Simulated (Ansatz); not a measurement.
Ansatz (a program for electronic structure) input (PBE0/def2-TZVP):

Ansatz 0.2 input:
```yaml
crystal:
  periodic: [false, false, false]
  atoms:
    - {symbol: B, position_ang: [-0.00000000, -0.00000000, -0.73975084]}
    - {symbol: O, position_ang: [0.00000000, 0.00000000, 0.46234428]}
basis:
  gaussian:
    orbitals: def2-TZVP
hamiltonian:
  xc: {name: PBE0}
magnetization: {spin_polarized: true, initial_magnetization: 1}
relax: {f_tol: 0.003, max_steps: 100}
```

End of the output:

```
the calculation of the forces begins
reference -2719.71266817 eV, -99.9475970677 hartree; 7, 6 occupied and 55, 56 virtual orbitals, 320 factors
relax step   1: F+E_penalty+E_count = -2719.71264438 eV  Δ(F+E_penalty+E_count) = +0.000e0 eV  max|allowed force component| = 1.351e-1 eV/Å  Δτ_max = 0.0000 Å  (29 SCF iters, accepted)
these checks for a lower state are left out or cut short: starts, cluster_reference, orbital_swaps, neighbouring_geometries, increment
integrals: 0.01 GiB planned
320 factors; their error is unknown
mean field: 0.13 GiB planned
mean field -2719.71274488 eV, -99.9475998869 hartree, gradient 1.6e-5 eV, S^2 0.762178; 0 other end points of the search recorded, 0 dependent functions left out
the calculation of the forces begins
reference -2719.71276867 eV, -99.9476007612 hartree; 7, 6 occupied and 55, 56 virtual orbitals, 320 factors
relax step   2: F+E_penalty+E_count = -2719.71274488 eV  Δ(F+E_penalty+E_count) = -1.005e-4 eV  max|allowed force component| = 1.870e-2 eV/Å  Δτ_max = 0.0007 Å  (25 SCF iters, accepted)
these checks for a lower state are left out or cut short: starts, cluster_reference, orbital_swaps, neighbouring_geometries, increment
integrals: 0.01 GiB planned
320 factors; their error is unknown
mean field: 0.13 GiB planned
mean field -2719.71274683 eV, -99.9475999586 hartree, gradient 2.1e-5 eV, S^2 0.762171; 0 other end points of the search recorded, 0 dependent functions left out
the calculation of the forces begins
reference -2719.71277062 eV, -99.9476008329 hartree; 7, 6 occupied and 55, 56 virtual orbitals, 320 factors
relax step   3: F+E_penalty+E_count = -2719.71274683 eV  Δ(F+E_penalty+E_count) = -1.951e-6 eV  max|allowed force component| = 6.381e-5 eV/Å  Δτ_max = 0.0001 Å  (20 SCF iters, accepted)
integrals: 0.01 GiB planned
320 factors; their error is unknown
mean field: 0.13 GiB planned
mean field evaluation 32: about -2662.4291 eV, gradient 1.1e2 eV
mean field -2719.71274683 eV, -99.9475999586 hartree, gradient 2.1e-5 eV, S^2 0.762171; 1 other end points of the search recorded, 0 dependent functions left out
the calculation of the forces begins
reference -2719.71277062 eV, -99.9476008329 hartree; 7, 6 occupied and 55, 56 virtual orbitals, 320 factors
Total energy: -2719.71277062 eV, -99.9476008329 hartree
Atom 0 at     0.000000    -0.000000    -0.738994 Å, force    -0.000000    -0.000000    -0.000064 eV/Å
Atom 1 at    -0.000000     0.000000     0.461587 Å, force     0.000000     0.000000     0.000064 eV/Å
Dipole moment:     0.000000     0.000000    -0.492324 e Å
```
